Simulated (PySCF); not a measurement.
Se(I)(SMe) (CH₃ISSe), SMILES CS[Se]I.

Coordinates come from a PBE-D3(BJ)/def2-SVP optimisation. The structure was generated by enumeration, and PubChem lists no compound with its InChIKey, so it may never have been made. The def2 effective core potentials stand for the cores of I; spin–orbit coupling is left out. The values are those of a single conformer.

All values below come from PBE-D3(BJ)/def2-SVP (PySCF).

Frequencies are harmonic and unscaled.

Computed vibrational spectrum:
```csv
mode,ν (cm⁻¹),IR (km/mol),moving atoms (share of kinetic energy)
1,65,1.6,"C 46 %, H 19 %, I 18 %, Se 15 %"
2,119,0.4,"S 40 %, H 39 %, I 8 %"
3,154,0.3,"H 66 %, S 23 %"
4,209,14.5,"Se 64 %, I 31 %"
5,214,0.8,"C 39 %, H 23 %, S 19 %, Se 19 %"
6,401,15.6,"S 70 %, Se 27 %"
7,671,3.2,"C 57 %, S 30 %, H 12 %"
8,916,1.6,"H 82 %, C 16 %"
9,923,4.2,"H 78 %, C 18 %"
10,1265,6.1,"H 86 %, C 14 %"
11,1378,12.9,H 96 %
12,1393,10.4,H 95 %
13,2976,7.7,H 98 %
14,3088,0.3,"H 90 %, C 10 %"
15,3106,1.2,"H 90 %, C 10 %"
```
